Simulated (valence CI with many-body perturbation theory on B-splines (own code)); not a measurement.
**E1 line list for La²⁶⁺**

Calculated by relativistic CI+MBPT: three valence electrons over a frozen Dirac-Fock core [Ar] 3d10, a basis of 11 s, 11 p, 9 d, 7 f, 5 g, 2 h, 1 i functions for each j, with the one-electron correlation potential Σ1, the two-electron term Σ2, the three-electron term Σ3, Breit, model QED; selected CI, second order for the rest (own B-spline code, finite nucleus).

No measured spectrum was set against this ion. As an estimate, large intervals hold to a few tenths of a per cent, small ones and those within an open d or f shell to about a per cent.

Lines 201 to 250 of 276 in falling wavelength, among levels below 2375700 cm⁻¹, chosen from the strongest by gf and those to the six lowest levels. Wavelengths and rates use the calculated energies. Electric multipoles are in the length gauge, E1 and E2 with the static RPA response of the core. Weak lines are less certain than strong ones. Lines between different terms over intervals too small for the method are left out, as are lines whose strength nearly cancels. Where a level lies close to another of its J and parity, the split of strength between their lines is uncertain. The highest levels of a list are the least certain.

Levels are named by their leading jj configuration (3d3/2^4 stands for four electrons in 3d with j = 3/2), which in mixed levels can hold well under half, so a name can repeat and another be missing. Letters in brackets count levels of one name in rising energy.

| λ vac (Å) | Upper | Lower | A (s⁻¹) | S (a.u.) with core polarisation | S without |
| --- | --- | --- | --- | --- | --- |
| 100.5 | (4p1/2 4p3/2 4d3/2) J=5/2 [b] | (4p1/2^2 4p3/2) J=3/2 | 1.96e+11 | 5.89e-01 | 6.33e-01 |
| 100.2 | (4p1/2 4p3/2 4d3/2) J=3/2 [b] | (4p1/2^2 4p3/2) J=3/2 | 2.38e+11 | 4.73e-01 | 5.09e-01 |
| 99.78 | (4p1/2 4p3/2 4d3/2) J=1/2 [b] | (4p1/2^2 4p3/2) J=3/2 | 2.74e+11 | 2.68e-01 | 2.89e-01 |
| 99.74 | (4s 4p1/2 4d3/2) J=3/2 [b] | (4s 4p1/2^2) J=1/2 | 2.32e+11 | 4.54e-01 | 4.88e-01 |
| 99.48 | (4s 4p1/2 4d3/2) J=1/2 | (4s 4p1/2^2) J=1/2 | 3.30e+11 | 3.21e-01 | 3.45e-01 |
| 99.21 | (4s 4p3/2 4d3/2) J=1/2 [b] | (4s 4p1/2 4p3/2) J=1/2 | 1.80e+11 | 1.74e-01 | 1.87e-01 |
| 98.82 | (4s 4p3/2 4d3/2) J=1/2 [a] | (4s 4p1/2 4p3/2) J=3/2 [a] | 2.26e+11 | 2.15e-01 | 2.31e-01 |
| 98.79 | (4s 4p3/2 4d3/2) J=5/2 [a] | (4s 4p1/2 4p3/2) J=3/2 [a] | 1.16e+11 | 3.31e-01 | 3.56e-01 |
| 98.77 | (4s 4p3/2 4d3/2) J=5/2 [b] | (4s 4p1/2 4p3/2) J=3/2 [b] | 2.51e+11 | 7.15e-01 | 7.68e-01 |
| 98.36 | (4s 4p3/2 4d3/2) J=3/2 [a] | (4s 4p1/2 4p3/2) J=3/2 [a] | 1.62e+11 | 3.05e-01 | 3.28e-01 |
| 98.25 | (4s 4p3/2 4d5/2) J=5/2 [a] | (4s 4p1/2 4p3/2) J=5/2 | 4.41e+07 | 1.24e-04 | 1.41e-04 |
| 98.22 | (4s^2 4d3/2) J=3/2 | (4s^2 4p1/2) J=1/2 | 2.44e+11 | 4.57e-01 | 4.92e-01 |
| 97.74 | (4s 4p1/2 4f7/2) J=7/2 [b] | (4p1/2 4p3/2^2) J=5/2 | 5.35e+10 | 1.97e-01 | 2.12e-01 |
| 97.50 | (4p1/2 4p3/2 4d5/2) J=5/2 [b] | (4p1/2^2 4p3/2) J=3/2 | 7.78e+10 | 2.14e-01 | 2.29e-01 |
| 96.68 | (4s 4p3/2 4d5/2) J=3/2 [a] | (4s 4p1/2 4p3/2) J=5/2 | 1.33e+08 | 2.38e-04 | 2.58e-04 |
| 96.43 | (4s 4p3/2 4d3/2) J=1/2 [b] | (4s 4p1/2 4p3/2) J=3/2 [b] | 5.81e+09 | 5.14e-03 | 5.52e-03 |
| 94.79 | (4s 4p3/2 4d3/2) J=3/2 [b] | (4s 4p1/2 4p3/2) J=1/2 | 4.22e+10 | 7.09e-02 | 7.63e-02 |
| 94.54 | (4s 4p3/2 4d5/2) J=5/2 [a] | (4s 4p1/2 4p3/2) J=3/2 [a] | 3.00e+08 | 7.51e-04 | 8.08e-04 |
| 94.10 | (4s 4p3/2 4d5/2) J=1/2 | (4s 4p1/2 4p3/2) J=3/2 [b] | 8.14e+09 | 6.69e-03 | 7.22e-03 |
| 93.70 | (4s 4p3/2 4d5/2) J=7/2 [a] | (4s 4p1/2 4p3/2) J=5/2 | 4.60e+10 | 1.49e-01 | 1.61e-01 |
| 93.08 | (4s 4p3/2 4d5/2) J=3/2 [a] | (4s 4p1/2 4p3/2) J=3/2 [a] | 1.34e+09 | 2.13e-03 | 2.30e-03 |
| 92.95 | (4s 4p3/2 4d3/2) J=5/2 [b] | (4s 4p1/2 4p3/2) J=5/2 | 9.92e+05 | 2.36e-06 | 3.10e-06 |
| 92.72 | (4p3/2^3) J=3/2 | (4s 4p1/2^2) J=1/2 | 5.17e+09 | 8.13e-03 | 8.74e-03 |
| 92.37 | (4s 4p3/2 4d5/2) J=3/2 [b] | (4s 4p1/2 4p3/2) J=3/2 [b] | 4.28e+09 | 6.65e-03 | 7.16e-03 |
| 92.27 | (4s 4p3/2 4d5/2) J=7/2 [b] | (4s 4p1/2 4p3/2) J=5/2 | 2.35e+10 | 7.30e-02 | 7.83e-02 |
| 92.25 | (4s 4p3/2 4d3/2) J=3/2 [b] | (4s 4p1/2 4p3/2) J=3/2 [b] | 2.18e+10 | 3.37e-02 | 3.63e-02 |
| 91.75 | (4s 4p1/2 4d5/2) J=3/2 | (4s 4p1/2^2) J=1/2 | 4.63e+10 | 7.06e-02 | 7.61e-02 |
| 91.66 | (4s 4p3/2 4d5/2) J=5/2 [b] | (4s 4p1/2 4p3/2) J=3/2 [b] | 3.55e+09 | 8.09e-03 | 8.77e-03 |
| 89.62 | (4s 4p3/2 4d3/2) J=5/2 [b] | (4s 4p1/2 4p3/2) J=3/2 [a] | 8.60e+08 | 1.83e-03 | 1.96e-03 |
| 87.69 | (4s 4p3/2 4d3/2) J=1/2 [b] | (4s 4p1/2 4p3/2) J=3/2 [a] | 5.89e+08 | 3.92e-04 | 4.23e-04 |
| 87.26 | (4s 4p3/2 4d5/2) J=3/2 [b] | (4s 4p1/2 4p3/2) J=5/2 | 6.91e+08 | 9.06e-04 | 9.77e-04 |
| 87.23 | (4s 4p3/2 4d3/2) J=1/2 [a] | (4s 4p1/2^2) J=1/2 | 1.11e+06 | 7.25e-07 | 7.75e-07 |
| 87.15 | (4s 4p3/2 4d3/2) J=3/2 [b] | (4s 4p1/2 4p3/2) J=5/2 | 3.57e+08 | 4.67e-04 | 5.03e-04 |
| 86.87 | (4s 4p3/2 4d3/2) J=3/2 [a] | (4s 4p1/2^2) J=1/2 | 4.03e+08 | 5.21e-04 | 5.62e-04 |
| 86.62 | (4s 4p3/2 4d5/2) J=5/2 [b] | (4s 4p1/2 4p3/2) J=5/2 | 3.57e+09 | 6.88e-03 | 7.41e-03 |
| 85.75 | (4s 4p3/2 4d5/2) J=1/2 | (4s 4p1/2 4p3/2) J=3/2 [a] | 9.57e+08 | 5.96e-04 | 6.42e-04 |
| 84.32 | (4s 4p3/2 4d5/2) J=3/2 [b] | (4s 4p1/2 4p3/2) J=3/2 [a] | 2.19e+08 | 2.59e-04 | 2.78e-04 |
| 84.22 | (4s 4p3/2 4d3/2) J=3/2 [b] | (4s 4p1/2 4p3/2) J=3/2 [a] | 2.56e+09 | 3.02e-03 | 3.25e-03 |
| 83.73 | (4s 4p3/2 4d5/2) J=5/2 [b] | (4s 4p1/2 4p3/2) J=3/2 [a] | 2.09e+09 | 3.63e-03 | 3.91e-03 |
| 82.73 | (4s 4p3/2 4d5/2) J=3/2 [a] | (4s 4p1/2^2) J=1/2 | 3.39e+09 | 3.79e-03 | 4.09e-03 |
| 81.07 | (4s^2 4f5/2) J=5/2 | (4s 4p1/2 4p3/2) J=3/2 [b] | 8.61e+09 | 1.36e-02 | 1.47e-02 |
| 78.44 | (4s 4p3/2 4d3/2) J=1/2 [b] | (4s 4p1/2^2) J=1/2 | 3.58e+08 | 1.71e-04 | 1.84e-04 |
| 77.10 | (4s^2 4f5/2) J=5/2 | (4s 4p1/2 4p3/2) J=5/2 | 1.68e+08 | 2.28e-04 | 2.47e-04 |
| 76.95 | (4s^2 4f7/2) J=7/2 | (4s 4p1/2 4p3/2) J=5/2 | 2.93e+09 | 5.27e-03 | 5.70e-03 |
| 76.89 | (4s 4p3/2 4d5/2) J=1/2 | (4s 4p1/2^2) J=1/2 | 1.77e+09 | 7.96e-04 | 8.59e-04 |
| 75.73 | (4s 4p3/2 4d5/2) J=3/2 [b] | (4s 4p1/2^2) J=1/2 | 2.17e+08 | 1.86e-04 | 2.00e-04 |
| 75.65 | (4s 4p3/2 4d3/2) J=3/2 [b] | (4s 4p1/2^2) J=1/2 | 5.63e+08 | 4.81e-04 | 5.20e-04 |
| 74.80 | (4s^2 4f5/2) J=5/2 | (4s 4p1/2 4p3/2) J=3/2 [a] | 3.53e+08 | 4.38e-04 | 4.74e-04 |
| 57.89 | (4p1/2^2 4d3/2) J=3/2 | (4s^2 4p3/2) J=3/2 | 1.99e+06 | 7.64e-07 | 8.24e-07 |
| 56.05 | (4p1/2^2 4d5/2) J=5/2 | (4s^2 4p3/2) J=3/2 | 1.60e+07 | 8.35e-06 | 9.15e-06 |
